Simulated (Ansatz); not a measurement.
Geometry optimisation, DFT PBEsol, scalar-relativistic, plane waves, PAW (Ansatz 0.2.0).

input.yaml

```yaml
crystal:
  lattice:
    - [6.42, 0.0, 0.0]
    - [3.21, 5.559883, 0.0]
    - [0.0, 0.0, 18.21304]
  atoms:
    - { symbol: Mg, position: [0.0, 0.0, 0.0549057] }
    - { symbol: Mg, position: [0.5, 0.0, 0.0549057] }
    - { symbol: Mg, position: [0.0, 0.5, 0.0549057] }
    - { symbol: Mg, position: [0.5, 0.5, 0.0549057] }
    - { symbol: Mg, position: [-0.1666667, 0.3333333, 0.1980186] }
    - { symbol: Mg, position: [0.3333333, 0.3333333, 0.1980186] }
    - { symbol: Mg, position: [-0.1666667, 0.8333333, 0.1980186] }
    - { symbol: Mg, position: [0.3333333, 0.8333333, 0.1980186] }
    - { symbol: Mg, position: [0.0, 0.0, 0.3411314] }
    - { symbol: Mg, position: [0.5, 0.0, 0.3411314] }
    - { symbol: Mg, position: [0.0, 0.5, 0.3411314] }
    - { symbol: Mg, position: [0.5, 0.5, 0.3411314] }
    - { symbol: F, position: [0.8416417, 0.8308567, 0.3899975] }
basis:
  ecutwfc: 420.0
kpoints:
  mp_grid: { grid: [4, 4, 1] }
hamiltonian:
  xc: pbesol
scf:
  occupations: { method: gaussian, width: 0.1 }
  lower_state_search: "off"
relax:
  f_tol: 0.03
  max_steps: 60
  adjacent_minimum: "off"
  constraints: [{ sites: [0, 1, 2, 3] }]
```

Run as:

```bash
$ ansatz run input.yaml --threads 4 --pin off --max-ram 10240MiB --backend cpu --events-out ev --progress --plain --runs-dir out
```

Problem. Where does it end, and by what steps?

Solution. The run converged. The force dipped under the threshold on the way, but the program's further checks kept it going. Limits of this set-up: thin slab, slab without dipole correction, odd electron count without spin, open-shell adsorbate without spin. After 4 steps the energy has fallen by 0.044 eV; Mg12 moved furthest, 0.19 Å.

```csv
step,energy less start (eV),largest force component (eV/Å),accepted
0,0.0000,0.224,yes
1,-0.0366,0.111,yes
2,-0.0418,0.087,yes
3,-0.0438,0.018,yes
4,-0.0438,0.018,yes
```

```xyz
13
Lattice="6.4200 0.0000 0.0000 3.2100 5.5599 0.0000 0.0000 0.0000 18.2130" Properties=species:S:1:pos:R:3
Mg 0.000 0.000 1.000
Mg 3.210 0.000 1.000
Mg 1.605 2.780 1.000
Mg 4.815 2.780 1.000
Mg 0.005 1.851 3.548
Mg 3.209 1.852 3.549
Mg 1.606 4.633 3.510
Mg 4.815 4.636 3.548
Mg 0.031 0.018 6.167
Mg 3.178 0.019 6.164
Mg 1.605 2.744 6.167
Mg 4.816 2.779 6.023
F 8.024 4.633 6.960
```

Whether the end is a true minimum wasn't checked by a vibrational analysis.

Run time: 32 s on 4 threads of Intel(R) Xeon(R) Platinum 8488C (Sapphire Rapids) (shared host), peak memory 1.4 GiB.
